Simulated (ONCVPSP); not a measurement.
# Ca: variants of one ONCV potential

Base potential:

ONCVPSP 4.0.1 input, shortened (lines: element, Z, core and valence counts, functional; n l f; lmax; l rc ep ncon nbas qcut; lloc lpopt rc5 dvloc0; l nproj debl; icmod fcfact rcfact), PBE, scalar-relativistic:

```
  Ca 20.00    3    4        4      upf
    1    0    2.00
    2    0    2.00
    2    1    6.00
    3    0    2.00
    3    1    6.00
    4    0    1.50
    4    1    0.50
    2
    0    1.90    0.00    4    7    4.80
    1    1.85    0.00    3    8    6.30
    2    1.55    0.11    3    8    7.00
    4    2    1.00   -1.00
    0    2    0.60
    1    2    0.80
    2    2    1.90
    3    1.50    1.30
```

In the d channel the program set the typed energies aside and used 0.050, 1.950 Ha.

Cutoffs, loose and tight: the cutoffs (Ha) at which the residual kinetic energy of the hardest occupied pseudo-wave falls to 1 and 0.1 mHa per electron. They do not see the model core or the augmentation charge, which bear on the density cutoff. Test errors are all-electron minus pseudo excitation energies from the reference, over the configurations 3s2 3p6 4s2 4p0; 3s2 3p6 4s1 4p0; 3s2 3p6 4s0 4p0; 3s2 3p5 4s2 4p0. A dash means not determined; rows that change the core or the reference have their own tests.

| change | outcome | cutoff, loose | cutoff, tight | bound ghosts | GHOST(+) flags above zero | largest test error (meV) |
| --- | --- | --- | --- | --- | --- | --- |
| base | generated, projector energies reset by the program | 14 Ha | 17 Ha | none | none | +26 |
| s: rc 1.42 | generated, projector energies reset by the program | 51 Ha | 63 Ha | none | none | +11 |
| s: rc 2.24 | generated, projector energies reset by the program | 14 Ha | 16 Ha | none | none | +33 |
| s: rc 2.42 | generated, projector energies reset by the program | 14 Ha | 16 Ha | none | none | +36 |
| s: rc 2.64 | generated, projector energies reset by the program | 14 Ha | 16 Ha | none | none | +38 |

Task: What comes out with this change to the base: s: rc 1.68?

Result: outcome: generated, projector energies reset by the program; cutoff, loose: 14 Ha; cutoff, tight: 41 Ha; bound ghosts: none; GHOST(+) flags above zero: none; largest test error (meV): +20.

Task: What comes out with this change to the base: s: rc 1.84?

Result: outcome: generated, projector energies reset by the program; cutoff, loose: 14 Ha; cutoff, tight: 27 Ha; bound ghosts: none; GHOST(+) flags above zero: none; largest test error (meV): +25.

Reading the sweep of the s radius (base included, trends over the rows without a ghost): The loose cutoff falls from 51 Ha at 1.42 to 14 Ha at 2.64 bohr. A larger radius leaves more room for a smooth pseudo-wave, so fewer plane waves are needed; a smaller one forces it to follow the all-electron wave where it bends sharply. The median size of the test errors (rows with all tests solved) stays near 1.2 meV.
